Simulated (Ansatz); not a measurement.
Cost and result for the atomization energy of `[AlH2][SiH]([SiH3])[SiH3]` (13 atoms, 12 bonds).

```xyz
13

Al   -2.477    0.096   -0.140
Si   -0.201   -0.533    0.468
Si    0.995   -1.166   -1.441
Si    0.933    1.312    1.355
H    -3.743   -0.629    0.488
H    -2.682    1.265   -1.195
H    -0.143   -1.649    1.459
H     2.402   -1.517   -1.107
H     1.005   -0.033   -2.406
H     0.364   -2.339   -2.107
H     0.269    1.809    2.590
H     0.933    2.411    0.351
H     2.344    0.972    1.685
```

The species carries charge 0 and has multiplicity 1. The structure was optimised at the PBE0-D4/def2-TZVP level. Program: Ansatz. All runs use 4 threads of an Arm Neoverse V2 on a shared host. Times are those of one run each, without the atoms' runs, and a repeat can differ threefold. Electronic energies, without spin–orbit coupling; frozen cores. CCSD(T)/CBS adds CCSD(T) − MP2 in def2-TZVPP to the MP2 limit, and its time is that of the two runs behind it. T1 = 0.014. B3LYP takes the VWN-RPA correlation (the form of Gaussian; ORCA's B3LYP/G).

CCSD(T)/CBS is a level of theory with its own doubt, some kJ/mol a heavy atom from the limit and from the frozen cores, so smaller differences don't rank the functionals.

```
                             level  functions  wall time
   PBE-D4/def2-TZVPP (with forces)        294      2.7 s
                PBE0-D4/def2-TZVPP        294      3.7 s
r2SCAN-D4/def2-TZVPP (with forces)        294      4.9 s
 B3LYP-D4/def2-TZVPP (with forces)        294        6 s
                 B2PLYP/def2-TZVPP        294        6 s
                ωB97X-V/def2-TZVPP        294      9.5 s
  ωB97M-V/def2-TZVPP (with forces)        294       14 s
                    MP2/def2-QZVPP        550       24 s
                CCSD(T)/def2-TZVPP        294      120 s
                 CCSD(T)/CBS(def2)          –    2.3 min
```

Q: What atomization energy does each give, and how far from CCSD(T)/CBS? (An estimate is asked.)

A: The calculation gave: 
```
                             level  atomization (kcal/mol)  difference from CCSD(T)/CBS  per bond
   PBE-D4/def2-TZVPP (with forces)                   839.1                        -16.9      -1.4
                PBE0-D4/def2-TZVPP                   841.8                        -14.2      -1.2
r2SCAN-D4/def2-TZVPP (with forces)                   854.8                         -1.2      -0.1
 B3LYP-D4/def2-TZVPP (with forces)                   852.5                         -3.5      -0.3
                 B2PLYP/def2-TZVPP                   837.6                        -18.4      -1.5
                ωB97X-V/def2-TZVPP                   864.2                          8.2       0.7
  ωB97M-V/def2-TZVPP (with forces)                   851.8                         -4.2      -0.3
                    MP2/def2-QZVPP                   833.0                        -23.0      -1.9
                CCSD(T)/def2-TZVPP                   834.6                        -21.4      -1.8
                 CCSD(T)/CBS(def2)                   856.0                          0.0       0.0
```

In def2-TZVPP, CCSD(T) changes the Hartree–Fock value by +178.4 kcal/mol (the triples alone add +6.8 kcal/mol) and MP2 by +164.1 kcal/mol; breaking electron pairs costs correlation energy, which Hartree–Fock lacks. From PBE to PBE0 (25 % exact exchange), in def2-TZVPP and without D4, the atomization energy moves by +3.7 kcal/mol. The D4 term adds +12.5 kcal/mol with B3LYP and +6.7 kcal/mol with PBE0; it sums over pairs of atoms, weighted by their polarisabilities, and B3LYP, whose exchange is more repulsive, gets the larger term.
